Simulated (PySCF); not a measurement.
Diatomic LaF, closed-shell singlet (the spin of the measured ground state). No spin–orbit coupling.

The constants come from a fifth-degree fit in 1/R (seven points, main isotopes). Runs in def2 and cc sets follow the lowest solution found near the PBE0 minimum. The singlet is held restricted.

Rows in LANL2DZ carry no dispersion term and start afresh at each structure. LANL2DZ brings its own core potentials from Na on.

Programs: PySCF for LANL2DZ rows. Values without a source in brackets are computed.

Energies at B3LYP/LANL2DZ:

| R (Å) | E (hartree) |
|---|---|
| 1.914358 | -131.07993574 |
| 1.965820 | -131.09175702 |
| 2.013164 | -131.09898718 |
| 2.066684 | -131.10373281 |
| 2.120203 | -131.10554447 |
| 2.181957 | -131.10478692 |
| 2.254002 | -131.10101661 |

Q: With a reduced mass of 16.7126 u, find the minimum, the force constant and the constants.

A: A fifth-degree polynomial in 1/R puts the minimum at r_e = 2.1336 Å with force constant 331 N/m. Then ω_e = (1/2πc)√(k/μ) = 580 cm⁻¹ and B_e = h/(8π²cμr_e²) = 0.2216 cm⁻¹; the cubic and quartic terms give α_e = 0.0011 and ω_e x_e = 2.4 cm⁻¹.
